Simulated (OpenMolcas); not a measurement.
Er: effect of the IPEA shift

| Item | Value |
| --- | --- |
| Program | OpenMolcas 26.06 |
| Basis | ANO-RCC-VTZP [8s7p5d3f2g1h] |
| Scalar Hamiltonian | DKH2, point nucleus |
| Active space | 12 electrons in 7 orbitals (4f) |
| State averaging | 2S+1 = 3 even, 21 roots; 2S+1 = 1 even, 28 roots (27 in the spin-orbit step) |
| Spin-orbit coupling | RASSI with atomic mean-field integrals over the reference wave functions, term energies averaged over their components |

Methods on the same reference wave functions:
A. CASSCF
B. SS-CASPT2, IPEA 0 Eh, imaginary shift 0.1 Eh (closed shells correlated: 5s 5p 6s)
C. SS-CASPT2, IPEA 0.25 Eh, imaginary shift 0.1 Eh (closed shells correlated: 5s 5p 6s)

Energies in cm-1 above 4f12 6s2 3H6, the measured ground level; measured values from NIST Handbook of Basic Atomic Spectroscopic Data.

```tsv
Level	A	B	C	Measured
4f12 6s2 3H6	0.0	0.0	0.0	0.0
4f12 6s2 3F4 [51 %]	6254	4790	4930	
4f12 6s2 3H5	7063	7080	7080	6958
4f12 6s2 3H4 [59 %]	11536	10830	10890	10751
4f12 6s2 3F3	14416	12180	12450	12378
4f12 6s2 3F2	15759	13170	13410	13098
4f12 6s2 1G4 [59 %]	19069	18530	18490	
4f12 6s2 1D2 [53 %]	31162	26330	26570	
4f12 6s2 1I6	37465	34160	34030	
4f12 6s2 3P1	41377	34800	35240	
4f12 6s2 3P2 [66 %]	41786	35830	36170	
4f12 6s2 3P0	42519	35940	36380
```

Deviations, from unrounded energies. A percentage is the sum of absolute deviations over the sum of measured energies, with the sign that they share, or ± where signs differ.

```csv
Against measurement,Levels,A,B,C
mean absolute deviation (cm-1),4,1400,120,160
fine structure of the ground term (%),2,+5.0,+1.2,+1.5
other terms of the ground configuration (%),2,+18.4,±1.1,+1.5
```

B lies closest to measurement on these levels and A furthest from it. The largest miss of B in the table is 4f12 6s2 3F3, by -200 cm-1. The ranking rests on the paired levels alone, and a cruder setting can come out closer through cancelling errors.

Between B and C the level of the table that moves most is 4f12 6s2 3P0, by 440 cm-1 (lowest in B, highest in C). Moves below CASPT2's spread within the term are not significant.

The mean deviations of B to C differ by less than CASPT2's widest spread within a term (2300 cm-1), so their order carries little weight.

From A to B the spin-free energies of the other terms of 4f12 6s2 shown, above 3H, scale by factors of 0.69 to 0.94.

The lowest spin-free term lies below A's lowest term by 1.208 hartree in B, 1.200 hartree in C.

CASPT2 breaks the degeneracy within a term, and the mean is taken; among the terms shown or strongly mixed into the levels shown the widest spread is 2300 cm-1 (4f12 6s2 1I, B). Some high roots are left out of the spin-orbit mixing, which shifts the levels that they would mix with. With the s shell closed, the reference lacks s² → p² mixing. The CASPT2 spread within a term exceeds the gap to the next term for 4f12 6s2 3P and 4f12 6s2 1I, so the order of their levels is uncertain (figures for B; the like holds for C). Without dynamic correlation excited terms often stand tens of per cent too high (terms of higher spin than the ground term too low), and those without a measured partner can miss by more than the paired ones (holds for A). Computed and measured levels are paired by configuration, term and J; levels that our copy of the source lacks, or whose pairing is in doubt (as where it misses far off the trend of its configuration), stay unpaired and out of the deviations. Only configurations of the active space appear.

A share in square brackets marks a mixed level and gives the weight of the term that names it, the lowest over the columns.
